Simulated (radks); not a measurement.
Ce+, 57 electrons, occupied as [Xe] 4f1 5d2 (the NIST ground configuration). All-electron calculation, Dirac Kohn-Sham, PBE, spin-unpolarised, spherical densities, finite nucleus; open shells fill j = l - 1/2 first; Fermi nuclear charge, rms radius 4.8771 fm. Program: a radial shooting solver on a logarithmic mesh with Libxc functionals.

Normalised radial functions P(r) = r R(r) (large component), r in bohr:

```
   r/bohr * 4d3/2, o 4f5/2 (the largest magnitude, 1.27, reaches the edge; | marks zero, & curves that meet)
  0.00211                             &
 0.002836                             &
 0.003844                             &
 0.005168                             &
 0.006949                             &
 0.009342                             &
  0.01256                             &
  0.01689                             &
   0.0227                             o*
  0.03052                             o*
  0.04104                             o *
  0.05562                             o   *
  0.07478                             o       *
   0.1005                             |o         *
   0.1352                             | o            *
   0.1817                             |   o          *
   0.2443                             |      o *
   0.3285                         *   |           o
   0.4417           *                 |               o
   0.5938  *                          |                   o
   0.8048    *                        |                   o
    1.082              *              |                o
    1.455                      *      |            o
    1.956                           * |       o
    2.629                             *    o
    3.535                             * o
    4.753                             *o
     6.39                             &
    8.592                             &
```

4d3/2: eigenvalue -115.94 eV, 1 radial node at r = 0.305 bohr, <r> = 0.739 bohr, 90 % of the charge inside 1.11 bohr. 4f5/2: eigenvalue -9.256 eV, 0 radial nodes, <r> = 1.11 bohr, 90 % of the charge inside 1.93 bohr.
